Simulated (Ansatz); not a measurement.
```yaml
crystal:
  periodic: [false, false, false]
  atoms:
    - {symbol: O, position_ang: [0.762035, 2.388413, -1.873016]}
    - {symbol: Zn, position_ang: [0.596295, 1.196584, -0.683574]}
    - {symbol: O, position_ang: [0.167446, 0.329088, 0.560018]}
    - {symbol: Si, position_ang: [-0.640429, -1.208502, 1.059550]}
    - {symbol: H, position_ang: [1.398788, 1.993161, -2.672135]}
    - {symbol: H, position_ang: [-0.524111, -1.300228, 2.537482]}
    - {symbol: H, position_ang: [-1.948935, -1.333625, 0.812444]}
    - {symbol: H, position_ang: [0.218966, -2.395993, 0.491727]}
basis:
  gaussian: {orbitals: 6-31G}
magnetization: {spin_polarized: true, initial_magnetization: 0}
hamiltonian: {xc: {name: r2SCANh}, pseudopotentials: {relativity: scalar}}
relax: {f_tol: 0.001, max_steps: 2}
```

```sh
$ ansatz run in.yaml --threads 4 --pin off --events-out ev --progress --plain --max-ram 10444MiB
```

(1) How does Ansatz answer? (Best estimate.)

Answers

(1) Ansatz gave: The run did not converge.
```
Functional definition: r2SCANh
784 factors; integrals over basis functions are off by at most 2.4e-4 eV
mean field evaluation 1: about -60808.2286 eV, gradient 5.9e1 eV
mean field evaluation 2: about -60749.7622 eV, gradient 1.3e2 eV
mean field evaluation 4: about -60819.5477 eV, gradient 1.2e1 eV
mean field evaluation 8: about -60819.8683 eV, gradient 1.4e-1 eV
mean field -60819.86837551 eV, -2235.0889376126 hartree, gradient 8.7e-5 eV, S^2 0.000000; 0 other end points of the search recorded, 0 dependent functions left out
reference -60819.86839578 eV, -2235.0889383574 hartree; 32, 32 occupied and 36, 36 virtual orbitals, 784 factors
relax step   1: F+E_penalty+E_count = -60819.86837551 eV  Δ(F+E_penalty+E_count) = +0.000e0 eV  max|allowed force component| = 5.834e0 eV/Å  Δτ_max = 0.0000 Å  (28 SCF iters, accepted)
784 factors; integrals over basis functions are off by at most 2.5e-4 eV
mean field -60820.93880047 eV, -2235.1282750042 hartree, gradient 1.7e-5 eV, S^2 0.000000; 0 other end points of the search recorded, 0 dependent functions left out
reference -60820.93882052 eV, -2235.1282757409 hartree; 32, 32 occupied and 36, 36 virtual orbitals, 784 factors
relax step   2: F+E_penalty+E_count = -60820.93880047 eV  Δ(F+E_penalty+E_count) = -1.070e0 eV  max|allowed force component| = 2.687e0 eV/Å  Δτ_max = 0.1411 Å  (33 SCF iters, accepted)
Error: geometry relaxation did not converge after 2 steps: max|allowed force component| = 2.69e0 eV/Å (threshold 1.0e-3). Raise `relax.max_steps` over both its present limit and 2, loosen `relax.f_tol`, or start from a geometry closer to equilibrium. Where this run's directory can be resumed (`checkpoint.write`), a resume goes on for up to `relax.max_steps` more
```
